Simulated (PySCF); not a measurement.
Gas-phase reaction: 2 AsH2 + H2 = 2 AsH3

Method: PySCF energies plus ideal-gas RRHO corrections (1 bar). † marks an energy on the PBE0/def2-TZVP geometry and frequencies; other levels use their own. MP2 and CCSD(T) freeze the core. 6-31G* has spherical d functions here. Open shells (unrestricted): AsH2 (multiplicity 2); the rest are closed-shell singlets. B3LYP is the form with VWN-RPA correlation. As: all electrons, no relativistic terms. AsH2: computed as isolated molecules; such fragments, hydroxides, amides, oligomers or adducts are transient or little studied in the gas. MP2 isn't extrapolated to the basis-set limit; its ΔH°(298 K) is -184.5 kJ in def2-SVP and -193.6 kJ in def2-TZVPP. CCSD(T) isn't extrapolated to the basis-set limit; its ΔH°(298 K) is -183.1 kJ in def2-SVP and -191.0 kJ in def2-TZVPP. The harmonic model lacks anharmonicity and excited electronic states, which grow with temperature; levels with a mode under 35 cm⁻¹ are left out.

| level | ΔE electronic, kJ | ΔH°(298 K), kJ | ΔS°(298 K), J/K | ΔG°(1400 K), kJ |
|---|---|---|---|---|
| B3LYP/6-31G* | -194 | -178 | -135 | 21 |
| CCSD(T)/def2-TZVPP† | -207 | -191 | -135 | 8 |
| HF/6-31G* | -123 | -104 | -136 | 98 |
| M06-2X/def2-TZVP† | -174 | -158 | -135 | 41 |
| MP2/def2-SVP† | -200 | -184 | -135 | 14 |
| PBE/def2-TZVP† | -210 | -194 | -135 | 5 |
| r2SCAN/def2-TZVP† | -198 | -182 | -135 | 16 |
| LDA/def2-TZVP† | -271 | -255 | -135 | -56 |
ΔH° is lowest at LDA/def2-TZVP† and highest at HF/6-31G*. No reference value is set beside these.
